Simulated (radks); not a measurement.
The numbers below are computed, except where a source is named.
The nuclear charge of neutral antimony is varied continuously with 51 electrons held in [Kr] 4d10 5s2 5p3. Code: a radial shooting solver on a logarithmic mesh with Libxc functionals. Model: scalar-relativistic Kohn-Sham, r2SCAN, spin-polarised, spherical densities, finite nucleus; open shells are filled with parallel spins first (spin-orbit coupling, left out, can overturn this in heavy ions); meta-GGA in the generalised Kohn-Sham scheme; Fermi nuclear charge, rms radius 4.6802 fm. By the Hellmann-Feynman theorem dE/dZ = E(electron-nucleus)/Z, the electronic potential at the nucleus (averaged over a nucleus of fixed radius). The scalar-relativistic energy here is not variational (the density holds large components alone), so the two differ by a part that grows with Z.

| Z | E (hartree) | E(electron-nucleus)/Z (hartree) | HOMO | e(HOMO) (eV) | <r> HOMO (bohr) |
|---|---|---|---|---|---|
| 50.75 | -6405.36150 | -305.304 | 5p | -3.885 | 2.996 |
| 51 | -6482.21510 | -307.397 | 5p | -5.827 | 2.852 |
| 51.25 | -6559.59673 | -309.489 | 5p | -7.919 | 2.730 |
| 51.5 | -6637.50630 | -311.582 | 5p | -10.149 | 2.625 |
| 51.75 | -6715.94385 | -313.674 | 5p | -12.506 | 2.533 |
| 52 | -6794.90955 | -315.767 | 5p | -14.984 | 2.451 |

The central difference of E at Z = 51 is -308.470 hartree, to compare with the third column; the second derivative is -8.45 hartree.
